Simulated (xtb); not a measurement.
C6H14B, SMILES C[CH]B(CC)CC (connectivity only; charge and spin as stated), charge +1, multiplicity 1. All values are semi-empirical tight-binding results from xtb (GFN2-xTB unless named), good for trends rather than for accurate numbers. Coordinates come from a GFN2-xTB optimisation. The spin state was assumed, not searched. The isomer is the one that the SMILES or the coordinates give; other isomers of the formula were not compared. One conformer was computed; it need not be the lowest.

Optimised geometry:

Bond lengths (Å): C1–C2 1.446, C1–H8 1.086, C1–H9 1.098, C1–H10 1.096, C2–B3 1.490, C2–H11 1.089, B3–C4 1.593, B3–C6 1.595, C4–C5 1.521, C4–H12 1.095, C4–H13 1.093, C5–H14 1.087, C5–H15 1.088, C5–H16 1.087, C6–C7 1.518, C6–H17 1.093, C6–H18 1.094, C7–H19 1.089, C7–H20 1.087, C7–H21 1.087. Bond angles (°): C2–C1–H8 113.9, C2–C1–H9 108.8, C2–C1–H10 110.2, H8–C1–H9 109.9, H8–C1–H10 110.8, H9–C1–H10 102.7, C1–C2–B3 128.7, C1–C2–H11 114.0, B3–C2–H11 117.2, C2–B3–C4 120.8, C2–B3–C6 122.2, C4–B3–C6 117.1, B3–C4–C5 118.8, B3–C4–H12 105.0, B3–C4–H13 107.5, C5–C4–H12 109.6, C5–C4–H13 109.5, H12–C4–H13 105.6, C4–C5–H14 111.8, C4–C5–H15 108.9, C4–C5–H16 111.6, H14–C5–H15 107.9, H14–C5–H16 108.9, H15–C5–H16 107.6, B3–C6–C7 117.6, B3–C6–H17 107.1, B3–C6–H18 106.9, C7–C6–H17 109.3, C7–C6–H18 109.5, H17–C6–H18 105.7, C6–C7–H19 108.9, C6–C7–H20 111.8, C6–C7–H21 111.8, H19–C7–H20 107.6, H19–C7–H21 107.6, H20–C7–H21 109.0.
Charge +1, spin multiplicity 1.

* **orbital gap**: 1.68 eV
* **zero-point energy**: 114.6 kcal/mol
* **G − E(el) at 298.15 K (modified RRHO)**: 92.1 kcal/mol
* **static polarisability (D4 model)**: 79.5 bohr³
* **solvation energy, GFN2-xTB/ALPB(water)**: -50.9 kcal/mol
* **solvation energy, GFN2-xTB/ALPB(thf)**: -49.5 kcal/mol

Computed IR lines (harmonic; lines under 4 % of the strongest left out, lines within 3 cm⁻¹ merged):
ν (cm⁻¹): 122 (w), 718 (s), 752 (w), 949 (w), 954 (w), 972 (w), 1023 (w), 1074 (w), 1105 (w), 1192 (vs), 1208 (m), 1217 (vs), 1236 (m), 1276 (s), 1368 (w), 1390 (m), 1418 (w), 1450 (w), 1474 (w), 1477 (w), 2898 (w), 2947 (m), 2983 (w), 3051 (m), 3055 (w) (against the strongest line: vs over 80 %, s over 45 %, m over 15 %, w over 4 %, vw less)

Give the atomic charges and the Wiberg bond orders between heavy atoms. (An estimate is asked for; the answer gives what the named calculation found.)

charges (e) C1 -0.12, C2 -0.01, B3 0.26, C4 -0.11, C5 -0.12, C6 -0.11, C7 -0.12, H8 0.10, H9 0.16, H10 0.15, H11 0.13, H12 0.11, H13 0.11, H14 0.05, H15 0.08, H16 0.06, H17 0.09, H18 0.10, H19 0.09, H20 0.06, H21 0.06. Bond orders C1–C2 1.21, C2–B3 1.23, B3–C4 0.92, C4–C5 1.03, B3–C6 0.93, C6–C7 1.03.
